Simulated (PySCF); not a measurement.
Ti(I)2(NH2)2 (H4I2N2Ti), SMILES [NH2][Ti]([NH2])([I])[I], multiplicity 1.

Geometry: PBE-D3(BJ)/def2-SVP. The multiplicity is an assumed one; other spin states were not compared. The def2 effective core potentials stand for the cores of I; spin–orbit coupling is left out. One conformer was computed; it need not be the lowest.

These are PBE-D3(BJ)/def2-SVP run with PySCF values and carry that method's errors.

Frequencies are harmonic and unscaled.

| mode | ν (cm⁻¹) | IR (km/mol) | moving atoms (share of kinetic energy) |
|---|---|---|---|
| 1 | 52 | 0.1 | I 78 %, Ti 14 % |
| 2 | 111 | 0.2 | N 65 %, H 29 % |
| 3 | 113 | 0.8 | N 39 %, Ti 39 %, H 14 %, I 8 % |
| 4 | 124 | 7.7 | N 56 %, H 25 %, I 19 % |
| 5 | 168 | 10.0 | N 54 %, I 24 %, H 20 % |
| 6 | 170 | 3.9 | H 93 % |
| 7 | 242 | 0.5 | Ti 46 %, I 21 %, N 18 %, H 14 % |
| 8 | 291 | 35.9 | Ti 58 %, H 26 %, I 14 % |
| 9 | 355 | 3.7 | H 92 % |
| 10 | 424 | 123.9 | H 77 %, N 23 % |
| 11 | 443 | 18.6 | H 75 %, N 20 % |
| 12 | 484 | 193.3 | H 65 %, N 24 %, Ti 11 % |
| 13 | 507 | 18.6 | H 72 %, N 28 % |
| 14 | 719 | 121.3 | N 61 %, Ti 24 %, H 15 % |
| 15 | 728 | 94.7 | N 55 %, Ti 32 %, H 13 % |
| 16 | 1405 | 47.1 | H 87 %, N 12 % |
| 17 | 1427 | 29.1 | H 88 %, N 12 % |
| 18 | 3438 | 124.7 | H 96 % |
| 19 | 3441 | 76.1 | H 96 % |
| 20 | 3546 | 26.9 | H 91 %, N 9 % |
| 21 | 3558 | 36.1 | H 92 %, N 8 % |
